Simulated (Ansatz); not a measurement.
Total energies of (Br2Al-mu-H)3 (Al₃H₃Br₆) from Ansatz at PBE0-D4/def2-SVP, gas phase (1 Eh = 27.2114 eV = 2625.5 kJ/mol). The reference geometry is relaxed at PBE-D4/def2-SVP.

| state | geometry | energy (Eh) |
| --- | --- | --- |
| charge 0 singlet | reference | -16170.27117 |
| charge 1 doublet | reference | -16169.89901 |
| charge -1 doublet | reference | -16170.29446 |
| free Al atom (doublet) | – | -242.16443 |
| free Br atom (doublet) | – | -2573.49923 |
| free H atom (doublet) | – | -0.50029 |

Q: Work out the vertical ionisation energy to the doublet.

A: E(charge 1 doublet) − E(charge 0 singlet) = -16169.89901 − (-16170.27117) = 0.37216 Eh = 10.13 eV. For comparison, −ε of the highest occupied level is 8.66 eV at this level, 1.47 eV less.

Q: Work out the vertical electron affinity, to the doublet.

A: E(charge 0 singlet) − E(charge -1 doublet) = -16170.27117 − (-16170.29446) = 0.02329 Eh = 0.63 eV. The basis lacks diffuse functions, which makes affinities too small.

Q: Give the fundamental gap IE − EA, the Mulliken electronegativity (IE + EA)/2 and the hardness (IE − EA)/2.

A: From the values in Eh: IE − EA = 0.37216 − 0.02329 = 0.34887 Eh = 9.49 eV; (IE + EA)/2 = 5.38 eV; (IE − EA)/2 = 4.75 eV. The HOMO–LUMO gap of the same run is 6.65 eV, 2.84 eV smaller than the fundamental gap.

Q: What is the binding energy per atom against free atoms?

A: Atoms: 3 × (-242.16443) + 6 × (-2573.49923) + 3 × (-0.50029) = -16168.98954 Eh. Binding: -16168.98954 − (-16170.27117) = 1.28163 Eh = 34.87 eV, or 2.91 eV for each of 12 atoms (no zero-point energy, no counterpoise term).

At PBE0-D4/def2-SVP the highest occupied level of the charge -1 doublet lies above zero (up to 0.77 eV). By energy differences its removal costs 0.63 eV (vertical, to the charge 0 singlet, at PBE0-D4/def2-SVP); self-interaction error and the lack of diffuse functions both raise the level.
